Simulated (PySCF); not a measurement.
System: C4H12Nb, charge 0, multiplicity 2. The spin state was set by rule; other spins were not relaxed. SMILES: [CH3][Nb]([CH3])([CH3])[CH3]
Geometry: optimised at B3LYP-D3(BJ)/def2-TZVP (Ansatz).

Dispersion corrections to the total energy (kcal/mol) from the dftd3 and dftd4 libraries through PySCF: D3(BJ) without and D4 with the three-body term, each with the damping fitted for the functional named.

| functional | D3(BJ) | D4 |
|---|---|---|
| BHLYP | -12.79 | [?] |
| BP86 | -14.69 | -9.89 |
| PW6B95 | -5.19 | -5.84 |
| PBE | -8.48 | -7.18 |
| B3LYP | -15.30 | -11.31 |
| HSE06 | [?] | -5.86 |
| TPSSh | [?] | -8.76 |

Problem. Complete the blanks.

Solution. 
- BHLYP, D4: -9.08
- HSE06, D3(BJ): -6.39
- TPSSh, D3(BJ): -10.22
